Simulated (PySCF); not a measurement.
C7H13F3O.
Atom-mapped SMILES: `[CH3:1][CH2:2][C@@H:3]([CH3:4])[O:5][C@H:6]([CH3:7])[C:8]([F:9])([F:10])[F:11]` (hydrogens: H12, H13, H14 on C1; H15, H16 on C2; H17 on C3; H18, H19, H20 on C4; H21 on C6; H22, H23, H24 on C7)

Cartesian coordinates in Å at the PBE0-D3(BJ)/def2-SVP level; atoms count from 1:
```
atom  x, y, z in Å
C1     2.8006   -0.1380   -1.1177
C2     1.4930    0.5112   -0.6943
C3     0.7288   -0.2516    0.3838
C4     1.4478   -0.3250    1.7131
O5    -0.5155    0.3908    0.6322
C6    -1.5639    0.0844   -0.2342
C7    -2.3761    1.3322   -0.5088
C8    -2.4249   -1.0101    0.3911
F9    -3.3813   -1.3997   -0.4616
F10   -3.0203   -0.6034    1.5105
F11   -1.6955   -2.0902    0.6931
H12    3.5309   -0.1678   -0.2950
H13    2.6419   -1.1744   -1.4577
H14    3.2663    0.4139   -1.9475
H15    1.6650    1.5374   -0.3272
H16    0.8355    0.6091   -1.5757
H17    0.5402   -1.2823    0.0274
H18    0.8317   -0.8719    2.4404
H19    1.6259    0.6884    2.1049
H20    2.4147   -0.8394    1.6181
H21   -1.1941   -0.3414   -1.1863
H22   -1.7408    2.0757   -1.0080
H23   -2.7304    1.7578    0.4404
H24   -3.2424    1.1117   -1.1475
```

Computed with PySCF at PBE0/pcSseg-1, non-relativistic, on one gas-phase PBE0-D3(BJ)/def2-SVP geometry that isn't relaxed in the solvent. The solvent is an IEF-PCM continuum (cavity from Bondi-type radii × 1.2). Only the electrostatic response of the medium enters.

```csv
run,E − E(gas) (kcal/mol),HOMO (eV),HOMO–LUMO gap (eV),dipole (D)
gas,0.00,-7.74,8.99,2.52
P,-3.42,-7.67,9.23,3.03
Q,-1.76,-7.69,9.10,2.77
```

Task: The runs were made in benzene and dichloromethane. Which run belongs to which solvent?

Result: P = dichloromethane, Q = benzene. The dielectric constants are 2.271 (benzene), 8.93 (dichloromethane), and the energy falls further as ε rises. In this model the ground state sees the solvent through ε alone.

Task: How constant is the ratio of the lowering to (ε − 1)/(2ε + 1)?

Result: 
```csv
solvent,(ε − 1)/(2ε + 1),E − E(gas) (kcal/mol),ratio (kcal/mol),polarisation term (kcal/mol)
benzene,0.229,-1.76,-7.7,-1.85
dichloromethane,0.420,-3.42,-8.1,-3.83
```

The ratio changes by +6.3 % in size from benzene to dichloromethane. The polarisation term is half the interaction of the solute with the induced surface charges.
